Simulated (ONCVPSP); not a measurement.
## arsenic: one change to an ONCV potential, before and after

```
Element                 : arsenic
Generator               : ONCVPSP 4.0.1
Type                    : optimised norm-conserving Vanderbilt (ONCV)
Functional              : PW91
Relativity              : fully relativistic
Frozen core             : [Ne]
Valence charge          : 23
Reference configuration : 3s2 3p6 3d10 4s1.75 4p3.25
Partial waves           : 3s+4s: rc 0.80 bohr, ncon 4, nbas 8, qcut 11.9 1/bohr, 2 projectors; 3p+4p: rc 1.05 bohr, ncon 5, nbas 9, qcut 10.8 1/bohr, 3 projectors, debl 2.1 Ha; 3d: rc 0.60 bohr, ncon 4, nbas 8, qcut 17.9 1/bohr, 2 projectors, debl 1.1 Ha
Local potential         : polynomial inside 0.50 bohr (lpopt 5, dvloc0 3 Ha)
Core correction         : none
```

Open shells are filled in proportion to 2j + 1.

In the d channel the program set the typed energies aside and used -1.501, 0.250 Ha (j = l + 1/2; the other j can differ).

All-electron outer shells of the reference configuration (PW91, scalar-relativistic, ld1.x):

```tsv
shell	level (eV)	outermost node (bohr)	outermost maximum (bohr)
2s	-1487.49	0.06	0.17
2p	-1304.60	–	0.14
3s	-190.73	0.25	0.52
3p	-134.16	0.22	0.52
3d	-41.16	–	0.47
4s	-14.79	0.73	1.61
4p	-5.41	0.78	1.97
```

Change: local potential polynomial inside 0.55 bohr (lpopt 5, dvloc0 3 Ha).

Cutoffs: the cutoffs (Ha) at which the residual kinetic energy of the hardest occupied pseudo-wave falls to 1 and 0.1 mHa per electron; they do not see the model core or the augmentation charge, which bear on the density cutoff. Errors are all-electron minus pseudo energies relative to the spin-unpolarised reference configuration.

Q: Predict the effect on cutoff, ghosts and configuration errors.

A: The potential gets neither clearly harder nor softer (575 Ha and 685 Ha → 575 Ha and 685 Ha); of the 4 tests that both files solve, the error grows in 1 and shrinks in 0 by more than 15 % and 0.3 meV (median size 0.5 → 1.1 meV); neither file shows a bound ghost.

```tsv
quantity	base	changed
cutoff, loose	575 Ha	575 Ha
cutoff, tight	685 Ha	685 Ha
bound ghosts	none	none
GHOST(+) flags under 300 eV	none	none
largest miss of a reference level, eV	0.06	0.05
error for 3s2 3p6 3d10 4s2 4p3, meV [ΔE -2.34 eV]	-0.2	-0.2
error for 3s2 3p6 3d10 4s2 4p2, meV [ΔE 6.87 eV]	+0.2	+0.5
error for 3s2 3p6 3d10 4s2 4p1, meV [ΔE 24.88 eV]	+0.9	+1.7
error for 3s2 3p6 3d9 4s2 4p3, meV [ΔE 48.58 eV]	+20	+20
s: phases at 0.81 bohr within 0.05 rad from the reference energy up to (Ha; the scan ends near 5)	to the end of the scan	to the end of the scan
p3/2: phases at 1.07 bohr within 0.05 rad from the reference energy up to (Ha; the scan ends near 5)	to the end of the scan	to the end of the scan
p1/2: phases at 1.07 bohr within 0.05 rad from the reference energy up to (Ha; the scan ends near 5)	to the end of the scan	to the end of the scan
d5/2: phases at 0.61 bohr within 0.05 rad from the reference energy up to (Ha; the scan ends near 5)	to the end of the scan	to the end of the scan
d3/2: phases at 0.61 bohr within 0.05 rad from the reference energy up to (Ha; the scan ends near 5)	to the end of the scan	to the end of the scan
```
